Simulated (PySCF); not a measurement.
Cl3Ti (SMILES [Cl][Ti]([Cl])[Cl]), doublet, geometry from GFN2-xTB (such geometries of metal compounds can be far from the true shape).

Here is a job for PySCF.
```python
from pyscf import gto, scf, dft

mol = gto.M(
    atom='''
Ti   -0.073133   -0.258946   -0.179570
Cl    2.026252   -0.119807   -0.401070
Cl   -0.745366   -0.825146    1.744841
Cl   -1.186243    1.280060   -1.111387
''',
    basis='3-21g',
    charge=0,
    spin=1,
    verbose=4,
)

mf = dft.UKS(mol)
mf.xc = 'b3lyp'
mf.kernel()
```

Task: What is the computed number of basis functions (B3LYP/3-21G (PySCF))?

Result: 66

Task: Predict the total energy from B3LYP/3-21G.

Result: -2219.505706 Ha

Task: Estimate the HOMO energy that B3LYP/3-21G returns for this input.

Result: -7.21 eV

Task: Estimate the dipole moment that B3LYP/3-21G returns for this input.

Result: 2.20 D

Task: Give the <S^2> at the level B3LYP/3-21G.

Result: 0.754

Task: Give the nuclear repulsion energy at the level B3LYP/3-21G.

Result: 408.9610 Eh

These values belong to the state on which the SCF converged, which isn't shown to be the lowest.
